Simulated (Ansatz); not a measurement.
Start from `[CH3][AlH2]` and change one element to get `[CH3][GaH2]`.

Ansatz, PBE0-D4/def2-TZVP geometries, multiplicity 1. 

Scalar relativity is left out up to krypton.

```tsv
property	`[CH3][AlH2]`
LUMO energy (PBE/def2-TZVPP) / eV	-2.07
HOMO energy (B3LYP/def2-TZVPP) / eV	-7.87
HOMO energy (ωB97M-V/def2-TZVPP) / eV	-10.33
HOMO–LUMO gap (B3LYP/def2-TZVPP) / eV	6.35
LUMO energy (ωB97M-V/def2-TZVPP) / eV	0.28
LUMO energy (PBE0/def2-TZVPP) / eV	-1.29
```

(1) Give the same properties after the change, and the shifts. (Estimate.)

Results:

(1) The calculation gave: 
| property | `[CH3][GaH2]` | shift |
| --- | --- | --- |
| LUMO energy (PBE/def2-TZVPP) / eV | -2.20 | -0.13 |
| HOMO energy (B3LYP/def2-TZVPP) / eV | -7.82 | 0.05 |
| HOMO energy (ωB97M-V/def2-TZVPP) / eV | -10.25 | 0.08 |
| HOMO–LUMO gap (B3LYP/def2-TZVPP) / eV | 6.14 | -0.21 |
| LUMO energy (ωB97M-V/def2-TZVPP) / eV | 0.29 | 0.01 |
| LUMO energy (PBE0/def2-TZVPP) / eV | -1.38 | -0.09 |

With PBE0 the HOMO rises by 0.06 eV and the LUMO falls by 0.09 eV, so the gap narrows by about 0.15 eV. PBE moves the HOMO by 0.00 eV and ωB97M-V by 0.08 eV.

B3LYP here is the variant with VWN-RPA as its local correlation; programs differ in this.
